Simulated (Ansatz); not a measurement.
The Pb1–H2 bond of BrHPb (SMILES [Br][PbH]) is stretched (multiplicity 1, the rest rigid).
Geometry at rest (charge 0, multiplicity 1):
```xyz
3

Pb    -0.4437    -0.3661     0.5314
H     -1.6410    -0.9649    -0.7610
Br     1.0864     0.8854    -1.2232
```

Correlated levels freeze the cores. Filled d and f shells under p-block atoms count as core.

Programs: Ansatz (Gaussian basis) for Hartree–Fock, density functionals and correlated methods. Each number belongs to the level named beside it. In def2 rows elements past Kr take small-core potentials, without spin–orbit coupling.

FIC-MRCISD+Q on CASSCF(2,2)/def2-TZVPP, total energies (hartree):

```csv
R (Å),CASSCF,MRCISD,weight c² of the reference
1.861,-2764.892491,-2765.121475,0.90261
3.256,-2764.826468,-2765.047225,0.90317
5.954,-2764.810684,-2765.029022,0.90409
```

**Question.** Add the Davidson correction (E_MRCISD − E_CASSCF)(1 − c²)/c² and give the energies above the first point at the three levels.

**Answer.** 
Corrections (hartree): -0.024707, -0.023667, -0.023164. Above the first point (kcal/mol):
- R = 3.256 Å: CASSCF 41.4, MRCISD 46.6, with the correction 47.2
- R = 5.954 Å: CASSCF 51.3, MRCISD 58.0, with the correction 59.0

Ansatz is a quantum-chemistry and plane-wave program.
